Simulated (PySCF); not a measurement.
# Radial density of Kr⁺ (krypton, charge +1)

UHF, [Ar] 3d10 4s2 4p5, 2P determinant. Computed with PySCF 2.14 in cc-pVDZ-DK (5s4p2d, 27 functions), with the spin-free X2C one-electron Hamiltonian (Gaussian nucleus).

```csv
r (bohr),4πr²ρ (e/bohr),4πr²(ρα − ρβ)
0.000923,0.6066,0.0000
0.00155,1.441,0.0000
0.00261,3.370,0.0000
0.00439,7.585,0.0000
0.00739,15.80,0.0001
0.0124,28.79,0.0006
0.0209,41.94,0.0027
0.0352,43.55,0.0117
0.0591,36.68,0.0363
0.0995,48.30,0.0552
0.167,47.60,0.0050
0.281,29.69,0.0590
0.473,36.72,0.1049
0.796,13.06,0.0636
1.34,5.566,0.6581
2.25,2.350,0.3557
3.79,0.1942,0.0297
6.37,0.0002415,0.0000
```

Densities and radii are taken from the X2C orbitals without a picture-change correction, which distorts them close to the nucleus.
